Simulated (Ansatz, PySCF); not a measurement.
This Ansatz (a first-principles code) input computes a BLYP/def2-TZVPD energy:

Ansatz 0.2 input:
```yaml
crystal:
  periodic: [false, false, false]
  atoms:
    - {symbol: Al, position_ang: [-0.15526539, -0.72569440, -0.28210757]}
    - {symbol: C, position_ang: [0.39017292, 1.03799155, 0.41475884]}
    - {symbol: H, position_ang: [-0.08535335, 1.20433579, 1.38767278]}
    - {symbol: H, position_ang: [0.02484031, 1.82089132, -0.25900463]}
    - {symbol: H, position_ang: [1.46645436, 1.16248934, 0.53339726]}
    - {symbol: H, position_ang: [-1.72852874, -0.98163855, -0.48322008]}
basis:
  gaussian:
    orbitals: def2-TZVPD
hamiltonian:
  xc: {name: BLYP}
magnetization: {spin_polarized: true, initial_magnetization: 1}
output: {forces: true}
```

Write an input for the same energy in PySCF and say what it gives.


```python
from pyscf import gto, scf, dft

mol = gto.M(
    atom='''
    Al   -0.15526539   -0.72569440   -0.28210757
    C     0.39017292    1.03799155    0.41475884
    H    -0.08535335    1.20433579    1.38767278
    H     0.02484031    1.82089132   -0.25900463
    H     1.46645436    1.16248934    0.53339726
    H    -1.72852874   -0.98163855   -0.48322008
    ''',
    basis='def2-tzvpd',
    charge=0,
    spin=1,
    verbose=4,
)

mf = dft.UKS(mol, xc='blyp').density_fit(auxbasis='def2-universal-jkfit')
mf.grids.level = 3
mf.conv_tol = 1e-9
mf.max_cycle = 100
mf.max_memory = 1500
mf.kernel()
if not mf.converged:
    mf = mf.newton()
    mf.kernel(mf.make_rdm1())
for _ in range(2):
    mo, _, stable, _ = mf.stability(return_status=True)
    if stable:
        break
    mf.kernel(mf.make_rdm1(mo, mf.mo_occ))
mf.analyze()
```
It gives -282.88618 Eh, and Ansatz -282.88611 Eh, a difference of 0.07 mEh, from the treatment of integrals and grids.

It need not be the lowest isomer of its formula.
